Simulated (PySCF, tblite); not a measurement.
One entry of a table of gas-phase calculations, keyed by method. Lists by class give the value and the number of equivalent atoms.

```json
{
 "formula": "C7H10F",
 "smiles": "C[C@]12C[CH][C@](F)(C1)C2",
 "charge": 0,
 "multiplicity": 2,
 "geometry_level": "GFN2-xTB",
 "electronic_structure_code": "PySCF",
 "results": {
  "GFN2-xTB geometry": {
   "point_group": "Cs",
   "rotational_constants_GHz": [4.013, 1.807, 1.565]
  },
  "GFN2-xTB harmonic vibrations, gas phase": {
   "strongest_ir_bands_cm-1_km_per_mol_modes": [
    [1100.8, 52.9, 1],
    [1169.0, 47.2, 1],
    [1321.0, 112.7, 1],
    [3014.5, 69.1, 1],
    [3031.2, 56.0, 2],
    [3034.0, 65.2, 1]
   ],
   "zpe_kcal_per_mol": 93.5
  },
  "UKS B3LYP, pcH-1 on C F H, non-relativistic, mean-field spin-orbit, GIAO": {
   "g_iso": 2.00257,
   "g_tensor": [2.00221, 2.00267, 2.00282],
   "s2": 0.754,
   "a_iso_by_class_MHz": [
    ["13C", 89.9, 1],
    ["1H", 89.6, 2],
    ["1H", -67.0, 1],
    ["13C", 52.2, 2],
    ["13C", -40.1, 1]
   ]
  }
 }
}
```

At 9.50 GHz, hν = g·μB·B₀ (B₀ the magnetic field) puts the centre of the isotropic spectrum, to first order, at 338.9 mT. g_iso is shifted by about +250 ppm from the free-electron value 2.002319; the principal values span 0.0006. With B = h/(8π²I), that is 505.379 GHz u Å² over I, the principal moments of inertia are 125.9, 279.7 and 323.0 u Å² (most abundant isotopes).

 In GFN2-xTB open shells enter through the occupations alone, without spin polarisation, so single modes can be far off. Hyperfine couplings depend on the geometry, which wasn't re-optimised at a DFT level.
